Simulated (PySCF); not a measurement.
**Radial density of Ar⁺ (argon, charge +1)**

B3LYP, [Ne] 3s2 3p5, 2P determinant. Calculation: PySCF 2.14, in x2c-TZVPPall with one added diffuse shell each of s, p, d type (6s6p4d1f, 51 functions); scalar relativity by spin-free X2C-1e.

```csv
r (bohr),4πr²ρ (e/bohr),4πr²(ρα − ρβ)
0.00144,0.1149,0.0000
0.00242,0.3068,0.0000
0.00407,0.7822,0.0000
0.00685,1.938,0.0001
0.0115,4.506,0.0002
0.0194,9.406,0.0007
0.0326,16.29,0.0030
0.0548,20.90,0.0133
0.0922,17.74,0.0529
0.155,14.75,0.1406
0.261,20.71,0.1685
0.439,14.71,0.0082
0.738,4.557,0.2595
1.24,5.460,0.7610
2.09,2.100,0.3157
3.51,0.1348,0.0173
5.91,0.0001839,0.0000
```

Densities and radii are taken from the X2C orbitals without a picture-change correction, which distorts them close to the nucleus.
